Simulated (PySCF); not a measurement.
A structure optimised at PBE-D3(BJ)/def2-SVP, used in a PySCF frequency run:

```
Ir
O 1 1.8564
H 2 0.9882 1 107.77
O 1 1.8564 2 120.76 3 -93.78
H 4 0.9882 1 107.77 2 93.78
O 1 1.8573 2 119.62 3 86.65
H 6 0.9889 1 106.62 2 89.79
```
Charge 0, spin multiplicity 1.

**Question.** Write its SMILES, formula and point group.

**Answer.** [OH][Ir]([OH])[OH], H₃IrO₃, Cs

**Question.** What are its rotational constants (standard atomic weights)?

**Answer.** 5.5241, 5.4252, 2.8130 GHz
